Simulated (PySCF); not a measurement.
Species: C6H6N (doublet state).
Numbering: `[CH:1]#[C:2][C@H:3]1[CH:4]=[CH:5][CH:6][NH:7]1` (hydrogens: H8 on C1; H9 on C3; H10 on C4; H11 on C5; H12 on C6; H13 on N7)

Theory: UKS B3LYP, pcH-1 on C H N, non-relativistic, mean-field spin-orbit, GIAO in PySCF 2.14.0. Geometry: GFN2-xTB; no solvent, vibrations or thermal averaging. Couplings are sensitive to structure, and on GFN2-xTB geometries they can be far from those on DFT ones. The SCF solution wasn't tested for stability.

Principal values of hyperfine tensors in MHz (contact and dipolar terms together), for some of the nuclei:

| atom | isotope | A1 | A2 | A3 |
| --- | --- | --- | --- | --- |
| H9 | 1H | 112.49 | 115.08 | 120.51 |
| C4 | 13C | 4.96 | 7.00 | 141.07 |
| C6 | 13C | -3.26 | -1.69 | 123.07 |
| H10 | 1H | -60.76 | -38.40 | -15.35 |
| C5 | 13C | -57.20 | -28.57 | -26.58 |
| H12 | 1H | -56.80 | -36.00 | -14.01 |
| C3 | 13C | -25.49 | -24.03 | -23.32 |
| N7 | 14N | 4.96 | 5.14 | 32.04 |

Problem. Split each tensor into its isotropic and traceless parts, and turn a_iso into mT with g = 2.0028.

Solution. a_iso = (A1 + A2 + A3)/3, Ti = Ai − a_iso; 1 mT corresponds to 28.031 MHz.

| atom | a_iso (MHz) | a_iso (mT) | T1 | T2 | T3 |
| --- | --- | --- | --- | --- | --- |
| H9 | 116.03 | 4.139 | -3.54 | -0.95 | 4.48 |
| C4 | 51.01 | 1.820 | -46.05 | -44.01 | 90.06 |
| C6 | 39.38 | 1.405 | -42.63 | -41.06 | 83.70 |
| H10 | -38.17 | -1.362 | -22.59 | -0.23 | 22.82 |
| C5 | -37.45 | -1.336 | -19.75 | 8.88 | 10.87 |
| H12 | -35.60 | -1.270 | -21.20 | -0.40 | 21.60 |
| C3 | -24.28 | -0.866 | -1.21 | 0.25 | 0.96 |
| N7 | 14.05 | 0.501 | -9.09 | -8.90 | 17.99 |

Problem. What spin density at the nucleus of H10 lies behind its contact coupling (g_N = 5.58569)?

Solution. a_FC = 800.24 MHz bohr³ × g_N × ρ(0)/(2S). With a_FC = -38.17 MHz and 2S = 1, ρ(0) = -0.008539 bohr⁻³. In magnitude that is 2.7 % of the 1/π = 0.318 of a free hydrogen atom.

Problem. C2 (13C, g_N = 1.40482) isn't in the table. Its spin density at the nucleus is 0.08675 bohr⁻³. What is its contact coupling?

Solution. By the same relation, a_FC = 97.5 MHz. Its full tensor has the principal values 94.65, 94.99, 102.92 MHz.

Problem. Name the largest traceless tensor T of the table and describe it.

Solution. C4: -46.1, -44.0, 90.1 MHz, nearly axial, close to the ratio −1:−1:+2, the form that spin in one p orbital centred on that nucleus gives.

Problem. What first-order splitting does C4 cause when the field lies along A1, A2 or A3 of its tensor (g taken as isotropic, no quadrupole term)?

Solution. 2 lines (I = 1/2), spaced by |A_i|/(g × 13.996): 0.18, 0.25, 5.03 mT along the axes of A1, A2 and A3.
